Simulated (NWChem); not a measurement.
AuH3O; SMILES [OH2]->[AuH]

```xyz
5

Au     0.0051    -0.2422     0.0000
H     -0.0522    -1.7943     0.0000
O      0.0671     2.0304     0.0000
H     -0.4438     2.3429    -0.7729
H     -0.4438     2.3429     0.7729
```
Atoms are numbered in this order, from 1.

All runs: NWChem. Medium grid unless said otherwise, to which SCAN and Minnesota functionals are sensitive. All runs use the structure optimised with PBE-D3(BJ)/def2-SVP. def2 effective core potentials on Au; no spin-orbit coupling. B3LYP is NWChem's, with the RPA form of VWN correlation.

**Question.** Order these by “orbital gap (eV)”, lowest first: LDA (Slater exchange, VWN5)/def2-SVP; B3LYP/def2-SVP; LC-wPBE (HJS exchange hole, range parameter 0.4 per bohr)/def2-SVP; LRC-wPBEh/def2-SVP.

**Answer.** LDA (Slater exchange, VWN5)/def2-SVP (4.37), B3LYP/def2-SVP (5.65), LRC-wPBEh/def2-SVP (9.58), LC-wPBE (HJS exchange hole, range parameter 0.4 per bohr)/def2-SVP (10.77)
